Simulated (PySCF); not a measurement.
Excitation energy of Fe by level of theory

Fe [Ar] 3d6 4s2 (5D) → Fe [Ar] 3d7 4s1 (5F), as a difference of total energies. Computed with PySCF 2.14 in x2c-TZVPPall with one added diffuse shell each of s, p, d, f type (7s6p5d3f1g, 80 functions), with the spin-free X2C one-electron Hamiltonian (Gaussian nucleus). Correlated levels: valence: [Ar] frozen; valence and next inner shell: [Ne] frozen. The calculations carry no spin-orbit coupling.

```json
{"method": "UHF", "excitation energy (eV)": "2.104", "error (eV)": "+1.229"}
{"method": "LDA", "excitation energy (eV)": "0.141", "error (eV)": "-0.734"}
{"method": "PBE", "excitation energy (eV)": "0.058", "error (eV)": "-0.817"}
{"method": "PBE0", "excitation energy (eV)": "0.514", "error (eV)": "-0.361"}
{"method": "TPSSh", "excitation energy (eV)": "0.086", "error (eV)": "-0.789"}
{"method": "wB97X-V", "excitation energy (eV)": "0.605", "error (eV)": "-0.270"}
{"method": "HSE06", "excitation energy (eV)": "0.501", "error (eV)": "-0.374"}
{"method": "BHandHLYP", "excitation energy (eV)": "1.111", "error (eV)": "+0.236"}
{"method": "MP2 (valence)", "excitation energy (eV)": "0.778", "error (eV)": "-0.097"}
{"method": "SCS-MP2 (valence)", "excitation energy (eV)": "0.867", "error (eV)": "-0.008"}
{"method": "MP2 (valence and next inner shell)", "excitation energy (eV)": "0.406", "error (eV)": "-0.469"}
{"method": "SCS-MP2 (valence and next inner shell)", "excitation energy (eV)": "0.623", "error (eV)": "-0.252"}
```

Reference: 0.875 eV (measured; NIST levels, between the centres of gravity of the two terms).

Errors of the correlated levels include the incompleteness of this basis and the frozen core.
